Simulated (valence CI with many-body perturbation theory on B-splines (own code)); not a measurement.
## Which ion has this spectrum?

A relativistic CI+MBPT calculation for an atom or ion with 51 electrons gives these levels (cm⁻¹):

| J | Parity | E | g |
| --- | --- | --- | --- |
| 3/2 | odd | 0.0 | 1.92 |
| 3/2 | odd | 11723 | 0.96 |
| 5/2 | odd | 14902 | 1.20 |
| 1/2 | odd | 24334 | 0.67 |
| 3/2 | odd | 29638 | 1.26 |
| 5/2 | even | 85200 | 1.58 |
| 3/2 | even | 90591 | 1.71 |
| 1/2 | even | 92533 | 2.64 |
| 3/2 | even | 103224 | 0.91 |
| 5/2 | even | 106337 | 1.21 |
| 3/2 | even | 109980 | 0.65 |
| 3/2 | even | 111201 | 1.07 |
| 5/2 | even | 111673 | 1.11 |
| 1/2 | even | 113246 | 0.73 |

The energies are calculated, with errors of perhaps 200 cm⁻¹, more in some levels.

Problem. Which is it?
A. Ba5+
B. I2+
C. Xe3+
D. Cs4+

Solution. B. I2+, ground level 5s2 5p3 4S°_3/2.
